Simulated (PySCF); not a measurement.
C3H6O2Si, SMILES O1C=C[C@H]1[SiH2]O.

Geometry optimised at B3LYP-D3(BJ)/def2-SVP. The structure was generated by enumeration; whether it is a known compound was not checked. Other conformers were not sampled.

Method: PBE/def2-TZVP run with PySCF.

Q: Estimate the frontier levels, gap, dipole moment and polarisability. (The exact figures need the calculation; the answer reports its results.)

A: 
The highest occupied level is -5.61 eV. The lowest empty level comes out as -0.87 eV and the orbital gap is 4.73 eV. The dipole moment is 1.18 D and the quadrupole, principal values (traceless, Buckingham form, about the centre of nuclear charge) comes out as -5.17, -0.21, 5.38 D·Å. The mean static polarisability is 66.5 bohr³ (9.85 Å³). The polarisability, principal values is 55.4, 64.7, 79.3 bohr³.
